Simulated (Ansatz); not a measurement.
The cluster CuAu2. Charge 0, multiplicity 2. Geometry PBE0-D4/def2-TZVP.

```xyz
3

Au   -0.010   -1.528   -0.203
Au    0.234    0.770    1.314
Cu   -0.223    0.757   -1.111
```

In the def2 sets Au takes a core potential; there is no spin–orbit coupling. The structure comes from a short search, and lower isomers may exist.

**Question.** Estimate the α-spin orbital energies around the gap (eV) in Ansatz with PBE-D4/def2-TZVPD, r2SCAN-D4/def2-TZVPD, PBE0-D4/def2-SVP, PBE0-D4/def2-TZVPD, r2SCAN0-D4/def2-TZVP.

**Answer.** 
| orbital | PBE-D4/def2-TZVPD | r2SCAN-D4/def2-TZVPD | PBE0-D4/def2-SVP | PBE0-D4/def2-TZVPD | r2SCAN0-D4/def2-TZVP |
| --- | --- | --- | --- | --- | --- |
| HOMO−5 | -6.08 | -6.19 | -7.52 | -7.89 | -8.08 |
| HOMO−4 | -6.06 | -6.16 | -7.47 | -7.85 | -8.02 |
| HOMO−3 | -6.05 | -6.15 | -7.45 | -7.80 | -7.97 |
| HOMO−2 | -6.02 | -6.13 | -7.43 | -7.67 | -7.84 |
| HOMO−1 | -5.81 | -5.94 | -7.06 | -7.35 | -7.52 |
| HOMO | -4.60 | -4.79 | -4.97 | -5.10 | -5.32 |
| LUMO | -3.86 | -3.61 | -2.70 | -2.92 | -2.78 |
| LUMO+1 | -1.74 | -1.50 | -0.71 | -1.08 | -0.77 |
| LUMO+2 | -1.24 | -0.99 | -0.35 | -0.60 | -0.33 |
| LUMO+3 | -0.85 | -0.54 | 0.29 | -0.14 | 0.22 |
| LUMO+4 | -0.59 | -0.32 | 0.37 | 0.10 | 0.34 |
| LUMO+5 | 0.45 | 0.86 | 1.37 | 1.07 | 1.36 |
| β HOMO | -5.65 | -5.71 | -6.83 | -7.13 | -7.27 |
| β LUMO | -4.08 | -3.79 | -2.98 | -3.07 | -2.94 |
